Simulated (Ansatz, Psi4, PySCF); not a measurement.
fluoromethane (CH3F), singlet, geometry from GFN2-xTB. Base run: PBE/6-31G* (PySCF).

The PySCF input:
```python
from pyscf import gto, scf, dft

mol = gto.M(
    atom='''
C    -0.61381076    0.09837073    0.07127920
F     0.72439532   -0.11609326   -0.08412091
H    -0.86205911   -0.06032531    1.12128664
H    -0.82870216    1.12501025   -0.22731794
H    -1.14593208   -0.61006993   -0.56455569
''',
    basis='6-31g*',
    verbose=4,
)

mf = dft.RKS(mol)
mf.xc = 'pbe'
mf.kernel()
```

The same geometry, method and basis name were run in Ansatz (a quantum-chemistry and plane-wave program) and Psi4 and PySCF, at each program's defaults and at the settings that a row names. The base is PySCF at its defaults. Differences at the defaults can come from grids, fitting, cores and function types together.

```tsv
code and settings	ΔE vs base (mEh)	basis functions	E (Eh)	SCF cycles	dipole (D)
PySCF, defaults (exact integrals, its default grid, spherical functions)	0.000	34	-139.57066	8	1.52
Psi4, defaults (density fitting with its default set, its default grid, Cartesian functions)	[?]	36	[?]	7	1.52
Ansatz, defaults (factorised integrals, its default grid, Cartesian functions)	-2.086	36	-139.57275	-	-
PySCF, density fitting with def2-universal-jkfit	[?]	34	[?]	8	1.52
PySCF, fine grid	-0.001	34	-139.57066	8	1.52
Psi4, exact integrals, spherical functions, fine grid	-0.001	34	-139.57066	9	1.52
Ansatz, high accuracy, Cartesian functions as the basis file defines them	-2.084	36	-139.57275	-	-
```

Q: What belongs in the gaps?

A: 
- Psi4, defaults (density fitting with its default set, its default grid, Cartesian functions), ΔE vs base (mEh): -2.139
- Psi4, defaults (density fitting with its default set, its default grid, Cartesian functions), E (Eh): -139.57280
- PySCF, density fitting with def2-universal-jkfit, ΔE vs base (mEh): -0.071
- PySCF, density fitting with def2-universal-jkfit, E (Eh): -139.57073
